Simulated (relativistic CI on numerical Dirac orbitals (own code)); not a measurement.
**Radial parameters of Sm¹³⁺**

Method of calculation: Dirac-Coulomb-Breit CI, orbitals from a KLI potential per configuration, a model potential for QED, unscaled Slater integrals (own radial code, finite nucleus).

Slater integrals F^k, G^k are unscaled and averaged over j, outside the closed core [Kr]; ζ comes from projecting the Hamiltonian with its Breit term on Σ l·s of the shell.

- 4d10 4f 5s2: ζ(4f) = 1690.7 cm⁻¹; <r>(4f) = 0.6904, <r^2>(4f) = 0.5608 (bohr units).
- 4d10 4f3: F^2(4f,4f) = 140630, F^4(4f,4f) = 90049, F^6(4f,4f) = 65331, ζ(4f) = 1513.9 cm⁻¹; <r>(4f) = 0.7142, <r^2>(4f) = 0.6012 (bohr units).
- 4d10 4f2 5s: F^2(4f,4f) = 143220, F^4(4f,4f) = 91790, F^6(4f,4f) = 66621, ζ(4f) = 1601.2, G^3(4f,5s) = 30438 cm⁻¹; <r>(4f) = 0.7032, <r^2>(4f) = 0.5827, <r>(5s) = 1.169, <r^2>(5s) = 1.52 (bohr units).

Averages of the first 10 configurations, taken without configuration mixing, which lowers the lowest level and can move excited configurations by several eV; other configurations of the list can lie among them:

```tsv
Configuration	Parity	States	Average energy above the lowest level (eV)
4d10 4f 5s2	odd	14	1.6
4d10 4f3	odd	364	14.1
4d10 4f2 5s	even	182	5.2
4d10 4f 5s 5p	even	168	28.5
4d10 5s2 5p	odd	6	28.6
4d10 4f2 5p	odd	546	34.0
4d10 5s 5p2	even	30	57.5
4d10 4f 5s 5d	odd	280	71.8
4d10 4f2 5d	even	910	75.3
4d10 5s2 5d	even	10	73.9
```
